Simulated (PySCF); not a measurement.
H2O4P, SMILES [O]P(=O)(O)O, multiplicity 2. Atoms are numbered in the order given.

```xyz
7

O     -1.1155    -0.2113    -1.0935
P     -0.0819    -0.0192     0.0085
O     -0.9355     0.3102     1.2240
O      1.0273     1.1023    -0.3047
O      0.8700    -1.2837     0.1719
H      0.6550     1.9932    -0.3508
H      1.8032    -1.0450     0.2420
```
Charge 0, spin multiplicity 2.

Coordinates come from a PBE0-D3(BJ)/def2-SVP optimisation. The isomer is the one that the SMILES or the coordinates give; other isomers of the formula were not compared. Other conformers were not sampled.

These are B3LYP/def2-TZVP in PySCF values and carry that method's errors.

Atomic charges (e):

```
atom  Löwdin  Mulliken  Mulliken spin
----  ------  --------  -------------
O1     -0.10     -0.35           0.54
P2      0.05      0.95          -0.08
O3     -0.11     -0.36           0.52
O4     -0.13     -0.48           0.02
O5     -0.09     -0.45           0.02
H6      0.19      0.35           0.00
H7      0.19      0.35           0.00
```

### Question
Give the Mayer and Wiberg (Löwdin basis) orders of the bonds. (An estimate is asked for; the answer gives what the named calculation found.)

### Answer

| bond | Mayer | Wiberg |
|---|---|---|
| O1–P2 | 1.62 | 2.08 |
| P2–O3 | 1.63 | 2.10 |
| P2–O4 | 1.17 | 1.59 |
| P2–O5 | 1.22 | 1.63 |
| O4–H6 | 0.86 | 1.01 |
| O5–H7 | 0.85 | 1.01 |
